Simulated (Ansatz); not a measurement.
`NB(S)Cl`, 7 atoms. Charge 0, multiplicity 1. Hardware: A = 2 threads of a server CPU on a shared host; B = 2 threads of an AMD EPYC 7R13 on a shared host and a share of an NVIDIA H100 80 GB. Correlated methods freeze the cores. Open-shell runs search over several starts.

**Question.** How many basis functions does each run have, and how long does it take in Ansatz? RKS B97M-V/def2-TZVPP energy [A]; direct RPA on PBE orbitals/def2-TZVPP energy [A]; RKS PBE0-D4/def2-TZVP frequencies [A]; UKS ωB97M-V/def2-TZVPP energy of the cation [A]; UKS r2SCAN-D4/def2-TZVPP energy of the cation [A]; UKS ωB97X-V/def2-TZVPP energy of the cation [A]; UKS B2PLYP (frozen core)/def2-TZVPP energy of the cation [A]; RHF-CCSD(T)/cc-pV(T+d)Z energy [B]; RHF-CCSD(T)/cc-pV(Q+d)Z energy [B]; RKS r2SCAN-D4/def2-TZVPP energy and forces [A]; RHF-CCSD(T)/cc-pV(D+d)Z energy [A]; UHF-CCSD(T)/def2-TZVPP energy of the cation [B]. (An estimate is asked.)

**Answer.** The calculation gave: Other jobs shared the machine, so times are rough.

```
                                level                       job  functions  wall time  peak host memory (GiB)
              RHF-CCSD(T)/cc-pV(D+d)Z                energy [A]         89        3 s                    0.37
              RHF-CCSD(T)/cc-pV(T+d)Z                energy [B]        180      3.1 s                    0.79
             RKS r2SCAN-D4/def2-TZVPP     energy and forces [A]        188      3.3 s                    0.34
direct RPA on PBE orbitals/def2-TZVPP                energy [A]        188      3.4 s                     0.4
                RKS B97M-V/def2-TZVPP                energy [A]        188      5.5 s                    0.34
               UHF-CCSD(T)/def2-TZVPP  energy of the cation [B]        188      6.5 s                    0.82
              RHF-CCSD(T)/cc-pV(Q+d)Z                energy [B]        328      8.5 s                    0.87
  UKS B2PLYP (frozen core)/def2-TZVPP  energy of the cation [A]        188       11 s                     0.6
             UKS r2SCAN-D4/def2-TZVPP  energy of the cation [A]        188       12 s                    0.37
               UKS ωB97X-V/def2-TZVPP  energy of the cation [A]        188       14 s                     0.7
               UKS ωB97M-V/def2-TZVPP  energy of the cation [A]        188       17 s                    0.75
                RKS PBE0-D4/def2-TZVP           frequencies [A]        154       61 s                    0.37
```
